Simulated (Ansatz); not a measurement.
Al₃O₉H₉, a hydroxylated oxide cluster. Total charge 0; singlet. Geometry r2SCAN-D4/def2-SVP, basis def2-TZVP, Ansatz.

```xyz
21

Al    1.256   -1.240    0.570
Al   -1.221    0.750    0.771
Al    0.610    0.190   -1.699
O    -3.034    0.071    0.985
O     1.721   -0.390    2.007
O    -0.161   -0.350   -0.136
O    -0.874    0.716    2.450
O     1.274   -2.944    0.721
O     0.100   -0.629   -3.113
O    -1.747    2.056   -0.214
O     0.671    1.922   -1.774
O     2.107   -0.630   -0.975
H    -3.220    0.041    1.940
H    -3.626    0.727    0.578
H     2.222   -0.844    2.693
H     0.043    0.457    2.652
H     0.937   -3.574    0.080
H    -0.174   -0.157   -3.903
H    -1.095    2.376   -0.860
H     1.343    2.458   -1.342
H     2.867   -1.006   -1.430
```

| run | HOMO (eV) | LUMO (eV) |
| --- | --- | --- |
| A | -6.78 | -0.74 |
| B | -6.41 | -1.33 |
| C | -8.10 | -0.44 |
| D | -12.43 | 2.43 |
| E | -6.84 | -1.15 |
| F | -6.32 | -1.21 |

Single mean-field runs in def2-TZVP are fitted with def2-universal-jkfit.

Question: The runs used B97M-V, HF, PBE, PBE0, r2SCAN, revPBE. Estimate which is which.

Answer: A r2SCAN (0 % exact exchange); B PBE (0 % exact exchange); C PBE0 (25 % exact exchange); D HF (100 % exact exchange); E B97M-V (0 % exact exchange); F revPBE (0 % exact exchange). Exact exchange lowers occupied and raises empty levels; among semilocal functionals meta-GGAs tend to open the gap a little, and such runs are hard to tell apart. The gap grows from 5.08 eV (PBE) to 14.85 eV (HF).
